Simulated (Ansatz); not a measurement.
Nb₄. The state is a quintet with charge 0. Geometry B3LYP-D4/def2-SVP; atoms count from 1.

```tsv
atom	x (Å)	y (Å)	z (Å)
Nb1	-0.513	1.331	-0.652
Nb2	-0.358	-1.059	-1.100
Nb3	1.495	-0.352	0.315
Nb4	-0.624	0.080	1.437
```

In the def2 sets Nb takes a core potential; there is no spin–orbit coupling. At PBE0-D4/def2-TZVP a singlet of charge 0 lies 0.67 eV below the quintet, each at its own geometry. The structure comes from a short search, and lower isomers may exist.

Estimate the Mulliken populations from the PBE0/def2-TZVP orbitals of Ansatz.


```csv
atom,charge (e),spin (α − β),d electrons
Nb1,0.00,1.00,3.80
Nb2,0.00,1.00,3.80
Nb3,0.00,1.00,3.80
Nb4,0.00,1.00,3.80
```
Mulliken values and Mayer orders depend strongly on the basis.

Where does the spin sit?

Summed by element: Nb 4.00, of 4 unpaired in all. Largest on single atoms: Nb4 1.00, Nb1 1.00, Nb2 1.00.

And the Mayer bond orders between bonded heavy atoms (over 0.3)?

Nb1–Nb2 2.05 (2.44 Å); Nb1–Nb3 1.19 (2.79 Å); Nb1–Nb4 2.05 (2.44 Å); Nb2–Nb3 2.05 (2.44 Å); Nb2–Nb4 1.19 (2.79 Å); Nb3–Nb4 2.05 (2.44 Å).
